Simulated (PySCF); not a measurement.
## Si⁺ (silicon, charge +1) across methods

[Ne] 3s2 3p1, 2P determinant. Calculation: PySCF 2.14, in aug-cc-pV(T+d)Z with one added diffuse shell each of s, p, d, f type (7s6p5d3f, 71 functions); the non-relativistic Hamiltonian (point nucleus). The B2PLYP total includes its PT2 part (frozen core); its orbital energies are those of the SCF part.

```
 method  E (hartree)  mean ε 3s α (eV)  mean ε 3s β (eV)  mean ε 3p α (eV)  Σ⟨r²⟩ (bohr²)   ⟨S²⟩
    PBE    -288.9259           -19.268           -18.383           -12.194          19.84  0.754
    LDA    -287.9091           -19.367           -18.522           -12.074          19.85  0.752
  M06-L    -289.0659           -19.546           -18.391           -12.230          19.50  0.756
    UHF   -288.57601           -24.081           -21.676           -16.204          20.15  0.766
 B2PLYP    -288.9645           -21.893           -20.371           -14.277          19.94  0.758
 revPBE    -289.0191           -19.228           -18.323           -12.211          19.85  0.755
   PBE0    -288.9523           -20.664           -19.479           -13.334          19.83  0.756
 r2SCAN    -289.0408           -19.522           -18.512           -12.558          19.87  0.760
r2SCAN0    -289.0405           -20.815           -19.541           -13.591          19.86  0.761
```
